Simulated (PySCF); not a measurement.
# Basis-set dependence of excited states

C3H5ClN2Si.
Numbering: `[SiH3:1][c:2]1[cH:3][nH:4][c:5]([Cl:6])[n:7]1` (hydrogens: H8, H9, H10 on Si1; H11 on C3; H12 on N4)

TDDFT with PBE0 (PySCF), vertical singlets, core orbitals frozen in the response, spherical d and f functions. Geometry: PBE0-D3(BJ)/def2-SVP; no solvent, vibrations or thermal averaging.

**Question.** How do the low singlets change with the basis? Take 6-31G*, def2-SVP, 6-31+G*, def2-SVPD, aug-cc-pVDZ and def2-TZVP.

**Answer.** 

```csv
basis,functions,diffuse,S1 (eV),S2 (eV),S3 (eV),S4 (eV),S5 (eV),LUMO (eV),α (au)
6-31G*,116,no,6.33,6.58,6.70,6.82,7.10,0.46,72.3
def2-SVP,131,no,6.56,6.62,6.68,6.71,7.12,0.28,75.0
6-31+G*,144,yes,5.65,6.12,6.33,6.42,6.57,-0.16,83.3
def2-SVPD,191,yes,6.05,6.29,6.35,6.47,6.64,-0.01,90.8
aug-cc-pVDZ,214,yes,5.48,6.09,6.21,6.24,6.41,-0.39,92.3
def2-TZVP,259,no,6.16,6.33,6.45,6.54,6.71,0.11,86.1
```

States are compared by their number. Against the largest diffuse basis here (aug-cc-pVDZ, itself not a converged limit), sets without diffuse functions differ by up to 1.08 eV in S1 and 0.71 eV in S5; the smaller diffuse sets differ by up to 0.57 and 0.23 eV. State by state, the largest deviation of a set without diffuse functions is S1 1.08, S2 0.52, S3 0.49, S4 0.58, S5 0.71 eV. The same number needn't mean the same state in each row. Against aug-cc-pVDZ the polarisability deviates by -22% in 6-31G*, -19% in def2-SVP, -10% in 6-31+G*, -2% in def2-SVPD, -7% in def2-TZVP. A single + in a Pople set puts diffuse functions on heavy atoms only.
